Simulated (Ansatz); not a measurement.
Cost and result for the atomization energy of F$_{4}$Ga$_{2}$H$_{2}$O$_{2}$ (`[F][Ga-]1([F])[OH+][Ga-]([F])([F])[OH+]1`) (10 atoms, 10 bonds).

Cartesian coordinates in Å:
```
F -0.635 -2.320 1.338
Ga 0.042 -1.441 -0.001
F 0.766 -2.278 -1.341
O 1.169 0.033 0.480
Ga -0.041 1.441 0.001
F 0.634 2.320 -1.338
F -0.767 2.278 1.341
O -1.168 -0.033 -0.479
H 2.070 0.059 0.144
H -2.069 -0.059 -0.144
```

Charge 0, multiplicity 1. Correlated methods include outer-core shells of Ga, which these sets cover unevenly. Scalar relativity is left out up to krypton. The structure was optimised at the PBE0-D4/def2-TZVP level. Program: Ansatz. All runs use 2 threads of an AMD EPYC 7R13 on a shared host and a share of an NVIDIA H100 80 GB. Times are those of one run each, without the atoms' runs, and a repeat can differ threefold. Electronic energies, without spin–orbit coupling; frozen cores. CCSD(T)/CBS adds CCSD(T) − MP2 in def2-TZVPP to the MP2 limit, and its time is that of the two runs behind it. T1 = 0.013. With those shells the extrapolation isn't a true limit. HSE06 is the plane-wave form, built on full-range PBE exchange.

CCSD(T)/CBS is a level of theory with its own doubt, some kJ/mol a heavy atom from the limit and from the frozen cores, so smaller differences don't rank the functionals.

| level | functions | wall time |
| --- | --- | --- |
| LDA (SPW92)/def2-TZVPP | 310 | 3.1 s |
| PBE-D4/def2-TZVPP (with forces) | 310 | 3.5 s |
| revPBE-D4/def2-TZVPP | 310 | 3.7 s |
| CCSD(T)/def2-SVP | 158 | 3.9 s |
| PBE0-D4/def2-TZVPP | 310 | 4 s |
| PBE-QIDH/def2-TZVPP | 310 | 4.2 s |
| HSE06-D4/def2-TZVPP | 310 | 4.3 s |
| B2PLYP/def2-TZVPP | 310 | 4.6 s |
| ωB97X-V/def2-TZVPP | 310 | 5 s |
| ωB97M-V/def2-TZVPP (with forces) | 310 | 7 s |
| MP2/def2-QZVPP | 580 | 10 s |
| CCSD(T)/def2-TZVPP | 310 | 17 s |
| CCSD(T)/CBS(def2) | – | 27 s |

Problem. What atomization energy does each give, and how far from CCSD(T)/CBS? (An estimate is asked.)

Solution. Ansatz gave: 
| level | atomization (kcal/mol) | difference from CCSD(T)/CBS | per bond |
| --- | --- | --- | --- |
| LDA (SPW92)/def2-TZVPP | 1061.3 | 147.7 | 14.8 |
| PBE-D4/def2-TZVPP (with forces) | 914.4 | 0.8 | 0.1 |
| revPBE-D4/def2-TZVPP | 878.3 | -35.3 | -3.5 |
| CCSD(T)/def2-SVP | 860.6 | -53.0 | -5.3 |
| PBE0-D4/def2-TZVPP | 884.2 | -29.4 | -2.9 |
| PBE-QIDH/def2-TZVPP | 896.3 | -17.3 | -1.7 |
| HSE06-D4/def2-TZVPP | 884.9 | -28.7 | -2.9 |
| B2PLYP/def2-TZVPP | 891.5 | -22.1 | -2.2 |
| ωB97X-V/def2-TZVPP | 905.4 | -8.2 | -0.8 |
| ωB97M-V/def2-TZVPP (with forces) | 897.9 | -15.7 | -1.6 |
| MP2/def2-QZVPP | 954.8 | 41.2 | 4.1 |
| CCSD(T)/def2-TZVPP | 894.2 | -19.4 | -1.9 |
| CCSD(T)/CBS(def2) | 913.6 | 0.0 | 0.0 |

In def2-TZVPP, CCSD(T) changes the Hartree–Fock value by +266.8 kcal/mol (the triples alone add +18.5 kcal/mol) and MP2 by +315.2 kcal/mol; breaking electron pairs costs correlation energy, which Hartree–Fock lacks. At CCSD(T), def2-SVP lies −53.0 kcal/mol from the extrapolated value and def2-TZVPP −19.4 kcal/mol: correlation converges slowly with the basis, and small sets miss more of it in the bonded molecule than in its fragments. From r2SCAN to r2SCAN0 (25 % exact exchange), in def2-TZVPP and without D4, the atomization energy moves by −31.4 kcal/mol: exact exchange takes away binding that semilocal exchange gives to molecules.
